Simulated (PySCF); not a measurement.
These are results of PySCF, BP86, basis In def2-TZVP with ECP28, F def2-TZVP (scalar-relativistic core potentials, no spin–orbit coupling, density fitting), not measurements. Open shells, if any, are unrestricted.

**Question.** What shape and geometry does isolated singlet InF₃ take (every ligand bound to In)?

**Answer.** Counting electrons, indium keeps none of its valence electrons outside its bonds, so the VSEPR class is AX3 and the expected shape is trigonal planar (D3h), as computed. The lowest minimum found is a singlet of D3h symmetry with In–F 1.944 Å (×3); F–In–F 120.0° (×3). Its harmonic wavenumbers are 119 (e'), 139 (a2''), 562 (a1'), 599 (e') cm⁻¹ and its dipole moment is 0.00 D.
